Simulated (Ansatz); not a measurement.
CH8Si2, SMILES `C[SiH2][SiH3]` (charge 0, multiplicity 1).

These are frozen-core CCSDT(Q)/6-31g // PBE0-D3(BJ)/def2-TZVP in Ansatz (an electronic-structure program) values and carry that method's errors.

Ansatz 0.2 input:
```yaml
crystal:
  periodic: [false, false, false]
  atoms:
    - { symbol: C, position_ang: [-1.674281, -0.357908, 0.264917] }
    - { symbol: Si, position_ang: [-0.285888, 0.712391, -0.405221] }
    - { symbol: Si, position_ang: [1.804821, -0.225403, 0.070373] }
    - { symbol: H, position_ang: [-1.590122, -0.465418, 1.348431] }
    - { symbol: H, position_ang: [-2.647132, 0.084595, 0.040049] }
    - { symbol: H, position_ang: [-1.641667, -1.355059, -0.179233] }
    - { symbol: H, position_ang: [-0.422406, 0.866148, -1.881532] }
    - { symbol: H, position_ang: [-0.352356, 2.075266, 0.194716] }
    - { symbol: H, position_ang: [1.9823, -0.368664, 1.542452] }
    - { symbol: H, position_ang: [1.912087, -1.580618, -0.538663] }
    - { symbol: H, position_ang: [2.914643, 0.614668, -0.456293] }
basis:
  gaussian: { orbitals: "6-31g" }
correlation:
  method: ccsdt_q
```

Output:

```
Functional definition: HF
1195 factors; integrals over basis functions are off by at most 1.4e-7 eV
mean field evaluation 1: about -16876.6272 eV, gradient 1.9e1 eV
mean field evaluation 2: about -16876.6289 eV, gradient 1.9e1 eV
mean field evaluation 4: about -16877.7941 eV, gradient 1.8e0 eV
mean field evaluation 8: about -16877.8059 eV, gradient 9.0e-5 eV
mean field -16877.80594439 eV, -620.2479282685 hartree, gradient 8.3e-7 eV, S^2 0.000000; 0 other end points of the search recorded, 0 dependent functions left out
11 core orbitals not correlated
reference -16877.80594439 eV, -620.2479282685 hartree; 10, 10 occupied and 30, 30 virtual orbitals, 1195 factors
second order -5.54493187 eV of doubles, -0.00000000 eV of singles
cycle   1  -6.45376536 eV  change   -9.1e-1 eV  update   8.2e-2
cycle   2  -6.98831978 eV  change   -5.3e-1 eV  update   3.4e-2
cycle   3  -7.03480167 eV  change   -4.6e-2 eV  update   9.0e-3
cycle   4  -7.03503621 eV  change   -2.3e-4 eV  update   3.0e-3
cycle   5  -7.03551824 eV  change   -4.8e-4 eV  update   9.2e-4
cycle   6  -7.03526470 eV  change    2.5e-4 eV  update   2.9e-4
cycle   7  -7.03521782 eV  change    4.7e-5 eV  update   9.1e-5
cycle   8  -7.03526676 eV  change   -4.9e-5 eV  update   3.4e-5
cycle   9  -7.03528305 eV  change   -1.6e-5 eV  update   9.9e-6
cycle  10  -7.03528059 eV  change    2.5e-6 eV  update   3.3e-6
cycle  11  -7.03527926 eV  change    1.3e-6 eV  update   1.2e-6
perturbative correction -0.00610387 eV, -0.0002243131 hartree
Total energy: -16884.84732752 eV, -620.5066943257 hartree
```
